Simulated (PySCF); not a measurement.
## InH⁺, CCSD(T): how much the basis matters

PySCF, ROHF reference; doublet, unpaired electrons σ ↑; De to In⁺ + H without counterpoise correction. Frozen cores follow the default of each basis and core potential.

```tsv
basis	relativity	functions	Re (Å)	ωe (cm⁻¹)	De (eV)	frozen orbitals
def2-SVPD	scalar-relativistic core potentials	40	1.832	1139	0.26	4
x2c-SVPall	spin-free X2C	41	1.829	1122	0.18	18
def2-TZVP	scalar-relativistic core potentials	56	1.851	1082	0.19	4
def2-TZVPPD	scalar-relativistic core potentials	73	1.836	1132	0.26	4
```

(1) How does each smaller set differ from the one with most functions, def2-TZVPPD?

Correlated steps freeze the inner cores (4 to 18 orbitals); shallow outer-core shells are correlated. The bond is weak. Basis-set superposition, not corrected here, can be much of De in a small basis, most of all at correlated wavefunction levels. Spin–orbit coupling is left out. For an ion De counts to the pair picked by the measured ionisation energies or electron affinities, which need not be the lowest pair at this level. The state is the lowest determinant that a PBE0 search found; another state may lie lower at other levels.

Results:

(1) def2-SVPD: -0.4 pm, +0.6 % in ωe, +0.00 eV in De; x2c-SVPall: -0.7 pm, -0.9 % in ωe, -0.08 eV in De; def2-TZVP: +1.5 pm, -4.4 % in ωe, -0.07 eV in De. All at CCSD(T); the set with most functions is neither the basis-set limit nor always the best. The rows treat relativity differently, so the differences are not basis effects alone.
